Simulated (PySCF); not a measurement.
Ni(CO)4 (C₄NiO₄), SMILES [O+]#[C-]->[Ni](<-[C-]#[O+])(<-[C-]#[O+])<-[C-]#[O+], multiplicity 1.

Coordinates come from a PBE-D3(BJ)/def2-SVP optimisation. The multiplicity is an assumed one; other spin states were not compared. The isomer is the one that the SMILES or the coordinates give; other isomers of the formula were not compared.

Method: PBE0/def2-TZVP in PySCF.

Isolated molecule, no solvent.

**Question.** Estimate the frontier levels, gap, dipole moment. (An estimate is asked for; the answer gives what the named calculation found.)

**Answer.** 
| Property | Result |
|---|---|
| highest occupied level | -7.84 eV |
| lowest empty level | -1.23 eV |
| orbital gap | 6.61 eV |
| dipole moment | 0.00 D |
| quadrupole, principal values (traceless, Buckingham form, about the centre of nuclear charge) | 0.00, 0.00, 0.00 D·Å |
